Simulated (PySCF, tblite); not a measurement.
C₃H₁₀O₃Si.
Cartesian coordinates in Å at the GFN2-xTB level; atoms count from 1:
```xyz
17
C3H10O3Si angstrom
C      3.263    0.734    0.425
O      1.882    0.589    0.489
Si     1.010   -0.500   -0.317
O     -0.452   -0.121    0.248
C     -1.646   -0.760   -0.085
C     -2.793   -0.008    0.591
O     -2.875    1.314    0.131
H      3.557    1.505    1.137
H      3.577    1.032   -0.578
H      3.767   -0.202    0.677
H      1.095   -0.319   -1.770
H      1.386   -1.877    0.020
H     -1.784   -0.749   -1.172
H     -1.625   -1.803    0.248
H     -3.747   -0.485    0.358
H     -2.635   -0.028    1.679
H     -1.987    1.689    0.197
```

Computed, not measured: wB97X-D/def2-SVPD in PySCF (dipole) on a GFN2-xTB geometry, gas phase.

Masses are those of the commonest isotopes; rigid-rotor values at the optimised geometry. The values belong to one conformer with, in the numbering `[CH3:1][O:2][SiH2:3][O:4][CH2:5][CH2:6][OH:7]`, C1–O2–Si3–O4 179°, O2–Si3–O4–C5 -179°, Si3–O4–C5–C6 -176°, O4–C5–C6–O7 62°, C5–C6–O7–H -50°.

**Question.** What are A, B and C (cm⁻¹)?

**Answer.** Ia = 88.06, Ib = 564.68, Ic = 619.74 u·Å²; 505379 MHz·u·Å²/I gives 5739, 895.0 and 815.5 MHz, that is A = 0.19144, B = 0.02985, C = 0.02720 cm⁻¹.

**Question.** Classify the top.

**Answer.** A near-prolate asymmetric top; Ray's κ = -0.968.

**Question.** Is it planar, by Δ = Ic − Ia − Ib?

**Answer.** Not planar: Δ = Ic − Ia − Ib = -33.00 u·Å². For a rigid frame Δ = −2 Σ m c², so Σ m c² = 16.50 u·Å² lies off the ab plane: 8.73 from hydrogen and 7.77 from heavier atoms. The atom farthest from that plane is 1.68 Å away.

**Question.** Give the other two planar moments, Paa and Pbb, and the rms extents of the mass along the axes.

**Answer.** Paa = Σ m a² = (Ib + Ic − Ia)/2 = 548.18 and Pbb = Σ m b² = (Ia + Ic − Ib)/2 = 71.56 u·Å². With the mass M = 122.04 u, the rms extents √(P/M) along a, b and c are 2.12, 0.77, 0.37 Å.

**Question.** Predict some low-J microwave lines.

**Answer.** The dipole components are |μa| = 2.12 D, |μb| = 1.86 D, |μc| = 0.23 D. The squared components, which scale the intensities, stand as 1.00 : 0.77 : 0.01 (a : b : c). Some lines, for components of 0.1 D or more:

```
type  branch         J(Ka,Kc)    MHz  lower level (cm⁻¹)
   a       R  1(0,1) ← 0(0,0)   1710               0.000
   a       R  2(1,2) ← 1(1,1)   3341               0.219
   a       R  2(0,2) ← 1(0,1)   3420               0.057
   a       R  2(1,1) ← 1(1,0)   3500               0.221
   c       Q  2(1,2) ← 2(0,2)   4766               0.171
   c       Q  1(1,1) ← 1(0,1)   4844               0.057
   b       Q  1(1,0) ← 1(0,1)   4924               0.057
   b       Q  2(1,1) ← 2(0,2)   5004               0.171
   b       R  1(1,1) ← 0(0,0)   6555               0.000
   c       R  1(1,0) ← 0(0,0)   6634               0.000
   c       R  2(1,1) ← 1(0,1)   8424               0.057
   c       Q  2(2,1) ← 2(1,1)  14533               0.338
   b       Q  2(2,0) ← 2(1,1)  14534               0.338
   b       Q  2(2,1) ← 2(1,2)  14771               0.330
   b       R  2(2,1) ← 1(1,0)  18033               0.221
   c       R  2(2,0) ← 1(1,0)  18034               0.221
   c       R  2(2,1) ← 1(1,1)  18113               0.219
   b       R  2(2,0) ← 1(1,1)  18114               0.219
```

Its lowest GFN2-xTB frequency is 12 cm⁻¹, too small to tell a flat minimum from a shallow saddle. No vibrational averaging or centrifugal distortion is included, and the geometry carries the error of its method. A rigid rotor knows nothing of internal rotation, which can split or shift real lines.
